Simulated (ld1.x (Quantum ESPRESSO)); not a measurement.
## What one change does to a pseudopotential (Bi, TM)

```json
{
 "Element": "Bi",
 "Generator": "ld1.x (Quantum ESPRESSO) 7.5",
 "Type": "norm-conserving Troullier–Martins (Kleinman–Bylander form)",
 "Functional": "PBEsol",
 "Relativity": "scalar-relativistic",
 "Frozen core": "[Xe] 4f14 5d10",
 "Valence charge": "5",
 "Reference configuration": "6s1.5 6p3.5",
 "Partial waves": "6s (bound): rc 1.65 bohr; 6d channel at -0.15 Ry: rc 2.15 bohr; 6p (bound): rc 2.35 bohr",
 "Local potential": "the p channel",
 "Core correction": "Bessel-smoothed model core, default radius (core density twice the valence density)"
}
```

All-electron outer shells of the reference configuration (PBEsol, scalar-relativistic, ld1.x):

```
shell  level (eV)  outermost node (bohr)  outermost maximum (bohr)
   5p      -96.71                   0.48                      0.86
   5d      -27.88                   0.51                      1.03
   6s      -15.06                   0.98                      1.86
   6p       -4.94                   1.14                      2.44
```

Change: reference 6s2 6p3.

Cutoffs: the cutoffs (Ry, on a coarse ladder) from which the occupation-weighted sum of valence levels, in a spherical-Bessel basis at the reference potential, stays within 10 and 1 mRy of its value at 400 Ry; they do not see the model core or the augmentation charge, which bear on the density cutoff. Errors are all-electron minus pseudo energies relative to the spin-unpolarised reference configuration.

Q: What does the change do?

A: The potential gets harder (30 Ry and 60 Ry → 30 Ry and 80 Ry); both files keep a bound ghost (d).

| quantity | base | changed |
| --- | --- | --- |
| cutoff, loose | 30 Ry | 30 Ry |
| cutoff, tight | 60 Ry | 80 Ry |
| bound ghosts | d | d |
| largest error over its own tests, meV | -204 | -263 |
| s: phases at 2.55 bohr within 0.05 rad from the reference energy up to (Ry; the scan ends near 5) | 1.9 | 2.0 |
| p: phases at 2.55 bohr within 0.05 rad from the reference energy up to (Ry; the scan ends near 5) | 3.5 | 3.5 |
| d: phases at 2.55 bohr within 0.05 rad from the reference energy up to (Ry; the scan ends near 5) | 0.9 | 1.0 |

 A true bound ghost makes a file unfit for plane-wave use even where its test errors are small: the radial tests pick states by their node count and pass the ghost by.
